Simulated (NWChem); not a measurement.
C₃H₇Si, doublet; SMILES C1C[SiH]C1

```xyz
11

C      0.2064     1.2576     0.0000
C     -0.1680     0.3539     1.2207
Si    -0.0123    -1.1208     0.0000
C     -0.1680     0.3539    -1.2207
H      1.2840     1.4531     0.0000
H     -0.3102     2.2274     0.0000
H     -1.1977     0.5296     1.5483
H      0.4933     0.4196     2.0883
H      1.3853    -1.6804     0.0000
H      0.4933     0.4196    -2.0883
H     -1.1977     0.5296    -1.5483
```
Atoms are numbered in this order, from 1.

Program: NWChem. Pople sets run with spherical d functions. Spin-unrestricted. In the optimisation the excess spin sits in a' (Cs, its own frame). Structure relaxed at the B3LYP/6-31G* (spherical d), spin-unrestricted level. No stability test was run on the SCF state.

For level BLYP/6-31G*:

| Quantity | Value |
|---|---|
| highest occupied level (eV) | -4.18 |
| lowest empty minus highest occupied level, either spin (eV) | 1.25 |
| dipole (D) | 1.05 |

Question: Estimate the same quantities for level LDA (Slater exchange, VWN5)/6-31G*.

Answer: 
| Quantity | Value |
|---|---|
| highest occupied level (eV) | -4.36 |
| lowest empty minus highest occupied level, either spin (eV) | 1.08 |
| dipole (D) | 1.18 |
